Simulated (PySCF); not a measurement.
AlAsFH3, SMILES [F][AlH][AsH2]. Coordinates come from a PBE0-D3(BJ)/def2-TZVP optimisation. The geometry has at least one imaginary mode, so it is a saddle point at that level.

TDDFT-CAM-B3LYP/def2-SVPD in PySCF puts the lowest singlet excitations at 4.70, 6.10, 6.12, 6.63, 6.73, 7.22 eV.

What are the lowest excitation roots from ADC(2)/aug-cc-pVDZ in PySCF? (Estimate from the structure and the level; the computed values follow.)

4.86, 6.04, 6.37, 6.78, 6.91, 7.36 eV. S1 differs by 0.16 eV (second minus first; roots are paired by order, and the bases may differ).
